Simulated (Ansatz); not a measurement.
Molecule: sum formula BN3H5, charge 0, multiplicity 2. It need not be the lowest isomer of its formula. 
Coordinates optimised at B3LYP-D3(BJ)/def2-TZVP (Ansatz, a first-principles code):
```xyz
9

B      0.0394     0.0100    -0.0037
N      1.4919     0.0940    -0.1718
N     -0.6022    -1.2419     0.2227
N     -0.6945     1.2161    -0.1354
H      2.0107    -0.4323     0.5339
H     -0.0840    -2.1003     0.2830
H     -1.5855    -1.3862     0.0665
H     -0.2312     2.0824    -0.3444
H     -1.6732     1.3093     0.0703
```
Charge 0, spin multiplicity 2.

Dipole moments at this geometry, in debye (magnitudes).

```csv
level,program,dipole (D)
SVWN5/def2-TZVPD,Ansatz,2.38
PBE0/def2-TZVPD,Ansatz,2.11
BHLYP/def2-TZVPD,Ansatz,2.06
CAM-B3LYP/def2-TZVPD,Ansatz,2.12
CCSD(T)/aug-cc-pVDZ,Ansatz,…
```

Q: What belongs in the gaps?

A: 
- CCSD(T)/aug-cc-pVDZ, dipole (D): 2.08
